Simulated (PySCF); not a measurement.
A structure optimised at PBE-D3(BJ)/def2-SVP, used in a PySCF frequency run:

```
Sb
F 1 1.8843
F 1 1.8843 2 109.47
F 1 1.8843 2 109.47 3 120.00
F 1 1.8843 2 109.47 3 -120.00
```
Charge +1, spin multiplicity 1.

**Question.** Write its SMILES, formula and point group.

**Answer.** [F][Sb+]([F])([F])[F], F4Sb, Td

**Question.** What are its rotational constants (standard atomic weights)?

**Answer.** 2.8094, 2.8094, 2.8094 GHz
